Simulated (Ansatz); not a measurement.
`O=[CH][SnH2][GeH3]` + H₂ → `[GeH3][SnH3]` + `C=O` at 500 K and 1 bar (hydrogenolysis of the Sn–C bond).

Computed with Ansatz on PBE0-D4/def2-TZVP structures; ΔE is electronic, products minus reactants. CCSD(T)/CBS is the MP2 limit (def2-TZVPP, def2-QZVPP) plus CCSD(T) − MP2 in def2-TZVPP, frozen cores. This one scheme is used for every species. def2 core potentials past Kr. For Ge, Sn outer-core shells are correlated without core-valence functions, which leaves a few kJ/mol of doubt a bond. Scalar relativity is left out up to krypton. Each species was taken in one conformer, which may not be the lowest.

```
             species  CCSD(T)/CBS energy (Eh)  H − E (kJ/mol)  S (J/(mol·K))
`O=[CH][SnH2][GeH3]`              -2406.92569           194.2          469.3
                  H₂                 -1.17544            41.0          145.5
      `[GeH3][SnH3]`              -2293.72326           152.3          373.4
               `C=O`               -114.39408            87.9          238.5
```

H − E and S are ideal-gas, rigid-rotor, harmonic terms from PBE0-D4/def2-TZVP, for one conformer and one mirror image of each species. For small species the MP2-based limit differs from directly extrapolated CCSD(T) by up to some mEh (0.8 for H₂); such offsets cancel only in part. 1 Eh = 2625.50 kJ/mol, R = 8.31446 J/(mol·K).

By hand: ΔE, ΔH, ΔS and ΔG.

ΔE = (-2293.72326) + (-114.39408) − (-2406.92569) − (-1.17544) = -0.01621 Eh = -42.6 kJ/mol. Δ(H − E) = 152.3 + 87.9 − 194.2 − 41.0 = 5.0, so ΔH = -37.6 kJ/mol. ΔS = 373.4 + 238.5 − 469.3 − 145.5 = -2.9 J/(mol·K). ΔG = -37.6 − 500 × (-2.9)/1000 = -36.1 kJ/mol.

By hand: the equilibrium constant, and the temperature at which ΔG would vanish if ΔH and ΔS stayed fixed.

log₁₀ K = −ΔG/(RT ln 10) = 3.8. ΔG = 0 at ΔH/ΔS = 12966 K, far beyond where these terms or the molecules hold.

The number of gas molecules stays the same, so ΔS is small and ΔH decides. A doubt of 5 kJ/mol in ΔE shifts log₁₀ K by 0.5 here. Other conformers and mirror images would add mixing entropy, several J/(mol·K) or more a flexible species. Modes under 60 cm⁻¹, often nearly free rotors, make the harmonic entropy too high. These are equilibria of isolated gas molecules and say nothing of rates. Largest T1 diagnostic: 0.015 (customary marks: 0.02 for closed shells, 0.045 for open ones).
